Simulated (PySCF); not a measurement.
A survey of ¹⁷O NMR shifts

PySCF 2.14.0 with density-fitted response routines calculation with coordinates at the GFN2-xTB level and shielding tensors at PBE0/pcSseg-1 (GIAO); gas phase, fast rotation and ring inversion assumed for equivalent nuclei, non-relativistic Hamiltonian, a single conformation.

Shieldings were converted by a linear fit to measured shifts: ¹⁷O: δ = 266.70 − 0.911σ (rms 10.7 ppm, 155 shifts, 12.2 ppm with the 3 outliers that the fit left out vs liquid water, solution or neat liquid). A few per cent of atoms miss by over 2 rms, more outside the fitted compound classes.

Q: Give the ¹⁷O shifts of `CN[Si@@H](OC)[C@H](C)C(=O)O`, `C[C@@H](C=O)O[Si@H](O)N(C)C`, `C=C1C=CO[Si@H]1C1CCC1`, `C=CCc1ccc([SiH2]C)o1`.

A: 
```tsv
compound	environment	δ (ppm)
[CH3:1][NH:2][Si@@H:3]([O:4][CH3:5])[C@H:6]([CH3:7])[C:8](=[O:9])[OH:10]	O9: carbonyl oxygen	343.9
[CH3:1][NH:2][Si@@H:3]([O:4][CH3:5])[C@H:6]([CH3:7])[C:8](=[O:9])[OH:10]	O10: acid hydroxyl oxygen	159.7
[CH3:1][NH:2][Si@@H:3]([O:4][CH3:5])[C@H:6]([CH3:7])[C:8](=[O:9])[OH:10]	O4: oxygen bonded to C, Si	-32.3
[CH3:1][C@@H:2]([CH:3]=[O:4])[O:5][Si@H:6]([OH:7])[N:8]([CH3:9])[CH3:10]	O4: aldehyde oxygen	552.3
[CH3:1][C@@H:2]([CH:3]=[O:4])[O:5][Si@H:6]([OH:7])[N:8]([CH3:9])[CH3:10]	O5: oxygen bonded to C, Si	24.8
[CH3:1][C@@H:2]([CH:3]=[O:4])[O:5][Si@H:6]([OH:7])[N:8]([CH3:9])[CH3:10]	O7: oxygen bonded to Si, H	14.8
C=C1C=CO[Si@H]1C1CCC1	oxygen bonded to C, Si, in a 5-membered ring	71.9
C=CCc1ccc([SiH2]C)o1	aromatic ring oxygen	258.0
```

Q: Match the shifts 240.1, 43.8, -22.0 ppm to `C[SiH2]c1ccc(C2CC2)o1`, `O[SiH2]/C(=C\C[SiH3])CCF`, `CC#CP1(=O)CCSCC1`.

A: 240.1: C[SiH2]c1ccc(C2CC2)o1 (aromatic ring oxygen); 43.8: CC#CP1(=O)CCSCC1 (P=O oxygen); -22.0: O[SiH2]/C(=C\C[SiH3])CCF (oxygen bonded to Si, H).

In solution the two oxygens of a carboxylic acid give one averaged line by proton exchange, and hydrogen bonding shields acid and N–H amide carbonyl oxygens by tens of ppm; neither is in these numbers.
